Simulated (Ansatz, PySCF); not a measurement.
Breaking the Si4–C2 bond in C3H10O3Si (SMILES CC(C)[Si](O)(O)O) (multiplicity 1 held, fragments rigid). Energies count from the point at 1.867 Å.
Geometry at that point (charge 0, multiplicity 1):
```xyz
17

C     -1.17738     1.74083    -0.80566
C     -1.18308     0.34293    -0.17030
C     -1.83604    -0.68400    -1.10674
Si     0.52682    -0.18802     0.36023
O      1.40812    -0.25851    -1.03394
O      1.20312     0.82449     1.46412
O      0.53735    -1.62106     1.16478
H     -0.56934     1.75712    -1.71254
H     -0.78361     2.49800    -0.12335
H     -2.19036     2.04775    -1.07975
H     -1.77438     0.38895     0.75189
H     -2.84849    -0.37368    -1.37899
H     -1.26320    -0.79289    -2.02999
H     -1.91368    -1.66936    -0.64111
H      2.33268    -0.51107    -0.96443
H      1.36028     1.73132     1.19311
H      0.26486    -2.40190     0.67846
```

Restricted levels (R-, RO-) in cc, def2 and unpolarised 6-31G sets keep to the state of the molecule at rest. U- levels take the lowest unrestricted solution at each point, which mixes spins at long bonds. Left out are points that failed, MP2 points in a non-variational dive below the minimum, coupled-cluster points behind a sign of a changed root (a jump of the amplitudes, or a one-step jump against full CI or MRCI), small-basis points behind a change of solution, and semi-empirical points at long bonds. Curves can end on different states.

Rows in 6-31G* carry no dispersion term and start afresh at each structure (6-31G* with six Cartesian d functions).

Codes used: Ansatz (Gaussian basis) for Hartree–Fock, density functionals and correlated methods; PySCF for 6-31G* rows. 

Energies in kcal/mol.

```csv
R (Å),R-PBE/cc-pV(T+d)Z,U-r2SCAN/cc-pV(T+d)Z,U-B3LYP/6-31G*,U-wB97X-V/cc-pV(T+d)Z
1.494,57.8,55.6,59.7,57.1
1.681,11.2,9.8,11.5,10.3
1.867,0.0,0.0,0.0,0.0
2.054,4.5,6.0,4.8,6.2
2.241,15.3,18.1,16.2,19.2
2.521,34.3,39.0,36.7,42.3
2.801,52.1,58.4,56.2,64.5
3.268,75.4,80.8,80.5,89.9
3.735,91.1,88.6,89.9,98.6
4.295,102.8,91.8,93.4,102.0
5.042,111.2,93.0,left out,103.4
```

Doubts at one or more of the structures used: a restricted determinant that unrestricted orbitals would lower (R-PBE/cc-pV(T+d)Z); a spin-contaminated determinant (U-r2SCAN/cc-pV(T+d)Z, U-B3LYP/6-31G*, U-wB97X-V/cc-pV(T+d)Z).

Ansatz is a quantum-chemistry and plane-wave program.
